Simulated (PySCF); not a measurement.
## Dipole moment and polarisability of ZnH2

Compound: ZnH2 (singlet state).
Cartesian coordinates in Å at the PBE0-D3(BJ)/def2-SVP level; atoms count from 1:
```xyz
3
ZnH2 angstrom
Zn     0.0000    0.0000    0.0000
H     -0.0189   -0.0234    1.5501
H      0.0189    0.0234   -1.5501
```

Level: B3LYP/def2-SVPD (PySCF), static field, nuclei fixed, core orbitals frozen in the response. The polarisability tensor in these axes (au):

```
x   25.09  0.00 -0.14
y    0.00 25.09 -0.17
z   -0.14 -0.17 36.36
```

Problem. Diagonalise the tensor; give its mean and Δα, where Δα² is half the sum of the squared differences of the eigenvalues.

Solution. Principal values 25.09, 25.09 and 36.36 au; mean 28.85 au = 4.28 Å³ = 4.76 × 10⁻⁴⁰ C²·m²/J; Δα = 11.27 au (39 % of the mean).

Problem. What is the dipole moment?

Solution. 0.00 D; point group D∞h allows none.

Problem. Rayleigh depolarisation ratio (linearly polarised light, static tensor)?

Solution. ρ = 3Δα²/(45ᾱ² + 4Δα²) = 381.0/(37453 + 508.1) = 0.01.

Problem. Find the Langevin capture rate constant for NH4+ (18.034 u) meeting this molecule (65.945 u), k = 2.342 × 10⁻⁹ cm³/s × √(α in Å³ / reduced mass in u).

Solution. The reduced mass is 14.16 u, so k = 1.29 × 10⁻⁹ cm³/s.

Problem. What molar refraction does this α imply?

Solution. Lorentz–Lorenz: R = (4π/3)N_A α = 2.5225 cm³/(mol·Å³) × 4.28 Å³ = 10.8 cm³/mol, in the limit of long wavelengths.

Problem. Sum over states: ᾱ = Σ f/ω², ω in Eh. What share falls to these 15 lowest TDDFT singlets (eV, f)? 5.73, 0.0000; 5.73, 0.0000; 7.99, 0.3288; 7.99, 0.3288; 8.54, 0.0001; 8.95, 1.1353; 9.11, 0.0000; 9.75, 0.0000; 10.63, 0.0000; 10.76, 0.0091; 11.07, 0.0000; 11.07, 0.0000; 11.11, 0.0000; 11.11, 0.0000; 11.14, 0.0000.

Solution. They add up to 18.19 au, 63.0 % of the 28.85 au; the largest single term is 10.50 au, from the state at 8.95 eV. Terms in order: 0.00, 0.00, 3.81, 3.81, 0.00, 10.50, 0.00, 0.00, 0.00, 0.06, 0.00, 0.00, 0.00, 0.00, 0.00 au. Higher excitations give the rest. The strengths listed sum to 1.802.

Geometry: PBE0-D3(BJ)/def2-SVP; no solvent, vibrations or thermal averaging.
